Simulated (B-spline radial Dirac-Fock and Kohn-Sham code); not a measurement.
Auger decay of the N2 hole in Tb⁺

System: terbium as Tb⁺, configuration [Xe] 4f9 6s1, inside a Watson sphere of charge -1 and radius 1.8 Å (a model of the Madelung potential; inside it an electron's potential energy is raised by 8.0 eV).

Input file task.json (cfg lists n, l and occupation; rrms is the nuclear radius in fm):

```json
{"items": [{
  "Z": 65,
  "q": 1,
  "cfg": [[1, 0, 2], [2, 0, 2], [2, 1, 6], [3, 0, 2], [3, 1, 6], [3, 2, 10], [4, 0, 2], [4, 1, 6], [4, 2, 10], [4, 3, 9], [5, 0, 2], [5, 1, 6], [6, 0, 1]],
  "A": 159,
  "rrms": 5.06,
  "watson": [-1, 1.8],
  "do": ["binding", "quiet", "decay"],
  "holes": ["K", "L1", "L2", "L3", "M1", "M2", "M3", "M4", "M5", "N1", "N2", "N3", "N4", "N5"]
}]}
```

Command: `python xray_run.py task.json out`

Calculated with a radial B-spline solver, using one-electron (LDA, Dirac) transition rates at Dirac-Fock energies. Kinetic energies are configuration averages from the vacuum level; the two-hole energies are estimated from single-hole states.

```
transition  kinetic energy (eV)  width (meV)  share (%)
   N2-N3N6                 9.87          537        5.8
   N2-N3N7                11.00          451        4.9
   N2-N4O1                    –          527        5.7
   N2-N5O1                    –         82.8        0.9
   N2-N4O2                120.8          364        4.0
   N2-N4O3                125.5          657        7.2
   N2-N5O2                126.8          336        3.7
   N2-N5O3                131.7         76.0        0.8
   N2-N4N7                142.2         3330       36.2
   N2-N4N6                142.4         1580       17.2
   N2-N5N6                147.6          406        4.4
   N2-N5N7                149.1          107        1.2
   N2-N4P1                154.4         30.7        0.3
   N2-N6O1                    –         34.3        0.4
   N2-O2O3                258.0         33.7        0.4
   N2-N6O2                277.6          126        1.4
   N2-N7O2                278.3          206        2.2
   N2-N6O3                282.3         40.1        0.4
   N2-N6N7                299.8          141        1.5
```

A dash stands for an energy that rests on an unreliable hole state.

Coster-Kronig rates are the weakest part of this model and often come out 1.5 to 2.5 times too large. Super-Coster-Kronig decay this fast strains the one-particle picture, and such widths tend to come out too large. Channels within a few eV of threshold rest on estimated energies and may be closed in reality. The listed channels hold 99 % of the non-radiative rate. Summed by principal shells, of 9.19 eV in all: NNN 71.6 %, NNO 27.0 %, NOO 0.8 %, NNP 0.5 %.
